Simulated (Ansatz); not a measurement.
# C5H5B2N: where a starting geometry ends

The starting geometry of this gas-phase singlet was optimised with GFN2-xTB; its bonds are those of `BC1=CBC(C#N)=C1`.

```xyz
13

C    -0.0211    0.3296    0.0450
C    -0.6243   -0.0055    1.2142
C    -0.2330   -2.0212   -0.1153
C    -0.1440   -3.3184   -0.6357
C     0.2081   -0.9143   -0.7495
B     0.3784    1.7472   -0.4229
B    -0.8412   -1.5659    1.2683
N    -0.0928   -4.3952   -1.0348
H     0.8991    1.9040   -1.4576
H     0.1535    2.6613    0.2693
H    -0.8865    0.7384    1.9493
H    -1.3198   -2.2202    2.1024
H     0.6785   -0.8855   -1.7201
```

Problem. Predict what becomes of its bonds when it is optimised with B3LYP-D3(BJ)/def2-SVP.

Solution. It keeps its bonds, and is `BC1=CBC(C#N)=C1`.

The energy falls by 0.12 eV over 6 steps:

```
step  E − E(last) (eV)
   1             0.116
   2             0.009
   3             0.001
   4             0.000
   5             0.000
   6             0.000
```

Final geometry (Å):

```xyz
13

C    -0.0134    0.3391    0.0305
C    -0.6192    0.0242    1.2103
C    -0.2337   -2.0476   -0.1246
C    -0.1520   -3.3724   -0.6357
C     0.2111   -0.9322   -0.7635
B     0.3749    1.7711   -0.4080
B    -0.8330   -1.5611    1.2503
N    -0.1002   -4.4665   -1.0256
H     0.9116    1.9755   -1.4687
H     0.1324    2.6915    0.3308
H    -0.8822    0.7817    1.9518
H    -1.3277   -2.2294    2.1141
H     0.6862   -0.9195   -1.7492
```

No frequencies were run, so the end isn't proven a minimum. Run with Ansatz 0.2.0, 68 s on 2 threads of AMD EPYC (Zen 3) (shared host).
